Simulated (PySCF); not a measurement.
Electron correlation in Rb²¹⁺ (rubidium, charge +21)

[Ne] 3s2 3p4, high-spin 3P determinant. All numbers are calculated (PySCF 2.14, the spin-free X2C one-electron Hamiltonian (Gaussian nucleus), in an uncontracted even-tempered set (18 s from 1.9 bohr⁻², ratio 2.5; 12 p from 2.4 bohr⁻², ratio 2.5; 5 d from 13 bohr⁻², ratio 2.7; 4 f from 20 bohr⁻², ratio 2.7)). Frozen: 1s2; 14 electrons correlated; the 21 highest virtual orbitals of each spin left out.

```tsv
level	correlation energy (mhartree)
CCSD	-560.86
(T)	-2.21
CCSD(T)	-563.07
```

Diagnostics: T1 = 0.0014, D1 = 0.0063, largest double amplitude 0.028.

Spin-orbit coupling is strong in this species (close to jj coupling), so the high-spin LS determinant is a model state, not a physical level.

Cost of the coupled-cluster step: about 25 core-seconds, for 14 correlated electrons.

At this charge the one-electron X2C treatment keeps the bare 1/r₁₂, with no two-electron picture change or Breit term. The effect here is smaller than on the frozen 1s shell; and a scalar Hamiltonian misses the large spin-orbit splitting of the p shells, which matters for ns² → np² pairs.

Spin-orbit coupling is strong in this species, so the high-spin LS determinant is a model state.
